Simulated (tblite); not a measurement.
Parent: `[CH3:1][C:2](=[S:3])[S:4][SiH2:5][Cl:6]` with C1–C2–S4–Si5 178°, C2–S4–Si5–Cl6 -72°, C2H5ClS2Si.

The geometries are computed with GFN2-xTB (gas phase). One conformer each, not checked by frequencies here.

```csv
coordinate of the parent,value
C1–C2,1.488 Å
C2=S3,1.634 Å
C2–S4,1.733 Å
S4–Si5,2.199 Å
Si5–Cl6,1.991 Å
C1–C2–S3,122.2°
C1–C2–S4,114.9°
S3–C2–S4,122.9°
C2–S4–Si5,101.7°
S4–Si5–Cl6,110.4°
```

How does the shared frame change in `[CH3:1][C:2](=[S:3])[S:4][SiH:5]([Cl:6])[Cl:7]` with C1–C2–S4–Si5 176°, C2–S4–Si5–Cl6 -70°, C2H4Cl2S2Si? Atoms pair as C1 = C1, C2 = C2, S3 = S3, S4 = S4, Si5 = Si5, Cl6 = Cl6 (parent first).

```
    parent    relative  value in the relative  change
     C1–C2       C1–C2                1.487 Å  -0.001
     C2=S3       C2=S3                1.631 Å  -0.003
     C2–S4       C2–S4                1.741 Å  +0.008
    S4–Si5      S4–Si5                2.200 Å  +0.001
   Si5–Cl6     Si5–Cl6                1.997 Å  +0.006
  C1–C2–S3    C1–C2–S3                 122.5°    +0.3
  C1–C2–S4    C1–C2–S4                 114.2°    -0.7
  S3–C2–S4    S3–C2–S4                 123.3°    +0.4
 C2–S4–Si5   C2–S4–Si5                 102.1°    +0.4
S4–Si5–Cl6  S4–Si5–Cl6                 110.0°    -0.4
```

Of the parent's bonds, C2–S4 changes most (+0.008 Å). Bonds of the relative outside the shared frame: Si5–Cl7 2.009 Å. Point group C1 → C1.
